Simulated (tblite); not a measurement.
Calculated harmonic vibrations of the isolated species, GFN2-xTB (tblite), most abundant isotopes, no scaling. The method is semi-empirical: single wavenumbers can be off by several per cent or more. Modes of hydrogen on boron and sulfur can be 10 to 20 % off. One conformer each. Open shells enter through the occupations alone, without spin polarisation, and single modes of such species can be off by tens of per cent. Thermal functions are those of the rigid rotor and harmonic oscillator, without mixing of conformers.

Question: Order these by their heat capacity Cp at 298.15 K, highest first (J/(mol K)).
A. `c1cc2sccc2o1`
B. `[H]/N=C\c1ccc([CH2])o1` [radical]
C. `C=C([SH]=O)C(=O)[CH]C=O` [radical]
D. `NC(=O)[C]1C=CC=C1` [radical]
E. `C1C(CCC1)BN(C)C`

Answer: E (170.3), C (152.4), D (130.8), B (122.0), A (105.8).

```json
{"SMILES": "CN(C)BC1CCCC1", "atoms": "25", "mass (u)": "125.14", "symmetry number": "1", "modes under 300 cm⁻¹": "8", "ZPE (kJ/mol)": "587.2", "S translation (J/(mol K))": "169.1", "S rotation": "123.0", "S vibration": "137.6", "S spin": "0.0", "S": "429.7", "Cp": "170.3"}
{"SMILES": "C=C([SH]=O)C(=O)[CH]C=O", "atoms": "14", "mass (u)": "145.00", "symmetry number": "1", "modes under 300 cm⁻¹": "8", "ZPE (kJ/mol)": "223.3", "S translation (J/(mol K))": "170.9", "S rotation": "124.1", "S vibration": "120.9", "S spin": "5.8", "S": "421.6", "Cp": "152.4"}
{"SMILES": "NC(=O)[C]1C=CC=C1", "atoms": "14", "mass (u)": "108.04", "symmetry number": "1", "modes under 300 cm⁻¹": "4", "ZPE (kJ/mol)": "266.4", "S translation (J/(mol K))": "167.3", "S rotation": "116.7", "S vibration": "80.1", "S spin": "5.8", "S": "369.8", "Cp": "130.8"}
{"SMILES": "[H]/N=C\\c1ccc([CH2])o1", "atoms": "14", "mass (u)": "108.04", "symmetry number": "1", "modes under 300 cm⁻¹": "4", "ZPE (kJ/mol)": "271.6", "S translation (J/(mol K))": "167.3", "S rotation": "116.4", "S vibration": "63.7", "S spin": "5.8", "S": "353.1", "Cp": "122.0"}
{"SMILES": "c1cc2sccc2o1", "atoms": "12", "mass (u)": "124.00", "symmetry number": "1", "modes under 300 cm⁻¹": "2", "ZPE (kJ/mol)": "214.7", "S translation (J/(mol K))": "169.0", "S rotation": "117.1", "S vibration": "38.6", "S spin": "0.0", "S": "324.6", "Cp": "105.8"}
```

Entropies and Cp are for 298.15 K and 1 bar.
